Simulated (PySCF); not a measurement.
C2H5O (SMILES CC[O-]), charge -1, singlet, at a GFN2-xTB geometry, with bond 3-2 at 2.4 times its length; SA2-CASSCF(2,4)/6-31G (PySCF).

PySCF was given this input:
```python
from pyscf import gto, scf, mcscf
import numpy

mol = gto.M(
    atom='''
C     1.140799   -0.410478   -0.009101
C    -0.151040    0.496083   -0.000111
O    -2.874923   -1.001375    0.029003
H     0.019122    1.207797    0.901829
H     0.002732    1.202400   -0.909209
H     2.050888    0.196714   -0.019148
H     1.146313   -1.046208    0.876113
H     1.130325   -1.051473   -0.890466
''',
    basis='6-31g',
    charge=-1,
    spin=0,
    verbose=4,
)

mf = scf.RHF(mol)
mf.kernel()
mc = mcscf.CASSCF(mf, 4, 2)
mc.fix_spin_(ss=0.0)
mc = mc.state_average_([0.5, 0.5])
mc.kernel()
```

Question: Write the output that PySCF gives for this input, abridged.

Answer: 
```
PySCF version 2.14.0

[INPUT] verbose = 4
[INPUT] num. atoms = 8
[INPUT] num. electrons = 26
[INPUT] charge = -1
[INPUT] spin (= nelec alpha-beta = 2S) = 0
[INPUT] symmetry False subgroup None
[INPUT] Mole.unit = angstrom
[INPUT] Symbol           X                Y                Z      unit          X                Y                Z       unit  Magmom
[...]
nuclear repulsion = 55.4787502552789
number of shells = 25
number of NR pGTOs = 86
number of NR cGTOs = 37
basis = 6-31g
ecp = {}

******** <class 'pyscf.scf.hf.RHF'> ********
method = RHF
initial guess = minao
damping factor = 0
level_shift factor = 0
DIIS = <class 'pyscf.scf.diis.CDIIS'>
diis_start_cycle = 1
diis_space = 8
diis_damp = 0
SCF conv_tol = 1e-09
SCF conv_tol_grad = None
SCF max_cycles = 50
direct_scf = True
direct_scf_tol = 1e-13
Set gradient conv threshold to 3.16228e-05
Initial guess from minao.
init E= -152.624150067493
[...]
cycle= 1 E= -152.397765662397  delta_E= 0.226  |g|= 1.25  |ddm|= 2.06
[...]
cycle= 2 E= -144.586385402925  delta_E= 7.81  |g|= 2.64  |ddm|= 16.3
[...]
cycle= 3 E= -152.534454762091  delta_E= -7.95  |g|= 0.998  |ddm|= 16.3
[...]
cycle= 4 E= -152.982381706565  delta_E= -0.448  |g|= 0.366  |ddm|= 0.987
[...]
cycle= 5 E= -153.110034955658  delta_E= -0.128  |g|= 0.309  |ddm|= 0.717
[...]
cycle= 6 E= -153.122410822051  delta_E= -0.0124  |g|= 0.382  |ddm|= 0.455
[...]
cycle= 7 E= -153.123099211498  delta_E= -0.000688  |g|= 0.38  |ddm|= 0.0379
[...]
cycle= 8 E= -153.139020464797  delta_E= -0.0159  |g|= 0.277  |ddm|= 0.227
[...]
cycle= 9 E= -153.158018998775  delta_E= -0.019  |g|= 0.0374  |ddm|= 0.251
[...]
cycle= 10 E= -153.158546434664  delta_E= -0.000527  |g|= 0.00769  |ddm|= 0.06
[...]
cycle= 11 E= -153.158612441249  delta_E= -6.6e-05  |g|= 0.00507  |ddm|= 0.0277
[...]
cycle= 12 E= -153.158620231356  delta_E= -7.79e-06  |g|= 0.0016  |ddm|= 0.00942
[...]
cycle= 13 E= -153.158621251572  delta_E= -1.02e-06  |g|= 0.000187  |ddm|= 0.00327
[...]
cycle= 14 E= -153.158621296977  delta_E= -4.54e-08  |g|= 8.55e-05  |ddm|= 0.00123
[...]
cycle= 15 E= -153.1586213133  delta_E= -1.63e-08  |g|= 7.71e-05  |ddm|= 0.000261
[...]
cycle= 16 E= -153.158621339545  delta_E= -2.62e-08  |g|= 7.02e-05  |ddm|= 0.000376
[...]
cycle= 17 E= -153.158621389312  delta_E= -4.98e-08  |g|= 5.29e-05  |ddm|= 0.00086
[...]
cycle= 18 E= -153.158621447088  delta_E= -5.78e-08  |g|= 1.32e-05  |ddm|= 0.002
[...]
cycle= 19 E= -153.158621449015  delta_E= -1.93e-09  |g|= 3.33e-06  |ddm|= 0.000403
[...]
cycle= 20 E= -153.158621449029  delta_E= -1.37e-11  |g|= 1.06e-06  |ddm|= 2.57e-05
[...]
Extra cycle  E= -153.158621449029  delta_E= -5.97e-13  |g|= 4.86e-07  |ddm|= 3.07e-06
converged SCF energy = -153.158621449029

******** <class 'pyscf.mcscf.addons.StateAverageCASSCF'> ********
CAS (1e+1e, 4o), ncore = 12, nvir = 21
max_cycle_macro = 50
max_cycle_micro = 4
conv_tol = 1e-07
conv_tol_grad = None
orbital rotation max_stepsize = 0.02
orbital rotation threshold for CI restart = 0.01
augmented hessian ah_max_cycle = 30
augmented hessian ah_conv_tol = 1e-12
augmented hessian ah_linear dependence = 1e-14
augmented hessian ah_level shift = 1e-08
augmented hessian ah_start_tol = 2.5
augmented hessian ah_start_cycle = 3
augmented hessian ah_grad_trust_region = 3
kf_trust_region = 3
kf_interval = 4
ci_response_space = 4
ci_grad_trust_region = 3
with_dep4 0
natorb = False
canonicalization = True
sorting_mo_energy = False
ao2mo_level = 2
internal_rotation = False
******** <class 'pyscf.mcscf.addons.StateAverageSpinPenaltyFCISolver'> ********
max. cycles = 50
conv_tol = 1e-08
davidson only = True
linear dependence = 1e-12
level shift = 0.001
max iter space = 12
nroots = 2
pspace_size = 400
spin = None
State-average over 2 states with weights [0.5, 0.5]
CASCI E = -153.143502553044  S^2 = 0.0000000
Set conv_tol_grad to 0.000316228
macro iter   1 ( 19 JK    4 micro), CASSCF E = -153.155258741200  dE = -1.17561882e-02  S^2 = 0.0000000
               |grad[o]|=0.157  |ddm|=0.0227  |maxRot[o]|=0.246
macro iter   2 ( 21 JK    4 micro), CASSCF E = -153.161911718965  dE = -6.65297777e-03  S^2 = 0.0000000
               |grad[o]|=0.0362  |ddm|=0.0133  |maxRot[o]|=0.308
macro iter   3 ( 21 JK    4 micro), CASSCF E = -153.164912620848  dE = -3.00090188e-03  S^2 = 0.0000000
               |grad[o]|=0.0191  |ddm|=0.0064  |maxRot[o]|=0.273
macro iter   4 ( 21 JK    4 micro), CASSCF E = -153.165248751325  dE = -3.36130478e-04  S^2 = 0.0000000
               |grad[o]|=0.00353  |ddm|=0.00333  |maxRot[o]|=0.249
macro iter   5 ( 21 JK    4 micro), CASSCF E = -153.165726808480  dE = -4.78057155e-04  S^2 = 0.0000000
               |grad[o]|=0.00121  |ddm|=0.0012  |maxRot[o]|=0.306
macro iter   6 ( 21 JK    4 micro), CASSCF E = -153.166203992101  dE = -4.77183620e-04  S^2 = 0.0000000
               |grad[o]|=0.00134  |ddm|=0.00218  |maxRot[o]|=0.306
macro iter   7 ( 11 JK    3 micro), CASSCF E = -153.166217870457  dE = -1.38783562e-05  S^2 = 0.0000000
               |grad[o]|=0.000724  |ddm|=0.00132  |maxRot[o]|=0.0485
macro iter   8 (  1 JK    1 micro), CASSCF E = -153.166217870977  dE = -5.20458343e-10  S^2 = 0.0000000
               |grad[o]|=2.62e-05  |ddm|=9.02e-06  |maxRot[o]|=    0
1-step CASSCF converged in   8 macro (136 JK  28 micro) steps
CASSCF canonicalization
Density matrix diagonal elements [1.36703097 0.61419799 0.0101394  0.00863163]
CASSCF energy = -153.166217870977
CASCI E = -153.166217870977  E(CI) = -0.542357771000695  S^2 = 0.0000000
CASCI state-averaged energy = -153.166217870977
CASCI energy for each state
  State 0 weight 0.5  E = -153.231486452678 S^2 = 0.0000000
  State 1 weight 0.5  E = -153.100949289276 S^2 = 0.0000000
```
